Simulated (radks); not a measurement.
Task: B2+, configuration [He] 2p1 (not the ground configuration). Calculated with a radial shooting solver on a logarithmic mesh with Libxc functionals: Dirac Kohn-Sham, LDA (Slater exchange, Perdew-Wang correlation), spin-unpolarised, spherical densities, finite nucleus; open shells fill j = l - 1/2 first; Fermi nuclear charge, rms radius 2.406 fm. Some entries of the table are withheld. Estimate them.

| orbital | occ. | eigenvalue (eV) | r(max) (bohr) | <r^2> (bohr^2) |
|---|---|---|---|---|
| 1s1/2 | 2 | (1) | 0.2115 | 0.1482 |
| 2s1/2 | 0 | -30.9899 | 1.378 | 3.219 |
| 2p1/2 | 1 | (2) | (3) | 3.131 |
| 2p3/2 | 0 | (4) | (5) | 3.133 |
| 3p1/2 | 0 | (6) | (7) | 22.22 |
| 3p3/2 | 0 | (8) | (9) | 22.22 |

Result: 
(1) 1s1/2 eigenvalue (eV): -208.5755
(2) 2p1/2 eigenvalue (eV): -25.1568
(3) 2p1/2 r(max) (bohr): 1.254
(4) 2p3/2 eigenvalue (eV): -25.1501
(5) 2p3/2 r(max) (bohr): 1.254
(6) 3p1/2 eigenvalue (eV): -8.8810
(7) 3p1/2 r(max) (bohr): 4.083
(8) 3p3/2 eigenvalue (eV): -8.8792
(9) 3p3/2 r(max) (bohr): 4.083
